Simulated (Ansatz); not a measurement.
Born–Oppenheimer molecular dynamics of CH4BClS (8 atoms, charge 0, multiplicity 1). It starts from a relaxed structure.

Theory: UKS PBE/STO-3G in Ansatz 0.2.0.

```yaml
ensemble: NVT, Nosé–Hoover chain
time_step: 0.5 fs
steps_asked: 100
set_temperature: 500 K
thermostat: time constant 3 fs, chain length 1
seed: 214875
```

First frame:

```xyz
8
Properties=species:S:1:pos:R:3
C -0.467 1.178 0.226
S 1.040 0.336 -0.427
B 0.575 -1.345 -0.281
Cl 1.715 -2.627 -0.799
H -1.196 0.447 0.616
H -0.172 1.869 1.038
H -0.939 1.768 -0.582
H -0.465 -1.683 0.153
```

(1) How far do the bonds stretch over the last three quarters of this one trajectory? (Pairs bonded in most of those frames.)

Answers

(1) 
```csv
bond,mean (Å),spread (Å),shortest,longest
C1–S2,1.856,0.021,1.82,1.89
C1–H5,1.107,0.019,1.07,1.14
C1–H6,1.108,0.016,1.08,1.14
C1–H7,1.108,0.032,1.05,1.16
S2–B3,1.757,0.054,1.65,1.82
B3–Cl4,1.852,0.124,1.71,2.03
B3–H8,1.179,0.013,1.15,1.21
```

Mean temperature of the second half: 485 K. The conserved energy stayed within 0.44 meV per atom of its start (net change 0.11 meV per atom), so the integration is sound. A run of 0.05 ps of so small a system gives no equilibrium averages. Limits of this set-up: minimal basis.

Time of the run: 3.2 min on 1 thread of Arm Neoverse V1 (shared host), peak memory 0.099 GiB.
